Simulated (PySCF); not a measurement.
## Computed properties of C2H8F2Si2, SMILES C(F)[Si@H]([SiH2]F)C

C2H8F2Si2, SMILES C[Si@H](CF)[SiH2]F. Coordinates come from a TPSSh-D3(BJ)/def2-SVP optimisation. The structure was generated by enumeration; whether it is a known compound was not checked. The values are those of a single conformer. All values are computed for the isolated molecule unless a solvent is named; none is compared with measurement here.

**Structure.** All 36 harmonic modes at TPSSh-D3(BJ)/def2-SVP (PySCF) are real, so it is a minimum. With heavy atoms numbered as in [CH3:1][Si@H:2]([CH2:3][F:4])[SiH2:5][F:6], the shortest bond between them is C3–F4 at 1.407 Å and the longest Si2–Si5 at 2.348 Å.

**Vibrations.** The strongest infrared lines (harmonic, unscaled, degenerate partners summed) lie at 843 cm⁻¹ (127 km/mol, H 62 %, C 16 %, F 12 %, Si 10 %), 2263 cm⁻¹ (127 km/mol, H 96 %), 930 cm⁻¹ (117 km/mol, H 66 %, Si 23 %). The softest mode is at 42 cm⁻¹ and the zero-point energy is 60.3 kcal/mol.

**Electronic structure.** r2SCAN/def2-TZVP (PySCF) places the frontier levels at -7.06 and -1.11 eV, a gap of 5.95 eV, and gives a dipole moment of 2.21 D and a mean polarisability of 79.3 bohr³. PBE/def2-TZVP (PySCF) at the same geometry gives -6.78 and -1.41 eV, so its gap is 0.58 eV narrower. An orbital gap is neither the optical nor the fundamental gap.

**Excitations.** TDA-PBE0/def2-SVPD (PySCF) has S1 at 6.27 eV (198 nm, f = 0.028, weak); the most intense of the 10 singlets computed lies at 7.53 eV (f = 0.11). T1 (TDA) is at 5.44 eV, 0.83 eV under S1. TDA-PBE/def2-SVPD (PySCF) puts S1 at 5.77 eV. No vertical singlet excitation falls in the visible range (under 3.1 eV).

**NMR.** GIAO shifts at PBE0/pcSseg-1 (PySCF) (non-relativistic, atoms alike by connectivity averaged): ¹³C from -6.4 to 82.8 ppm against TMS; ¹H from 0.9 to 5.9 ppm against TMS; ²⁹Si from -42.6 to 14.7 ppm against TMS; ¹⁹F from -293.1 to -267.2 ppm against CFCl3.

**Solvation.** SMD-ωB97X/def2-SVP (PySCF) gives 0.8 kcal/mol in water, -3.9 kcal/mol in acetone, -3.5 kcal/mol in chloroform (1 M in both phases, gas-phase geometry).
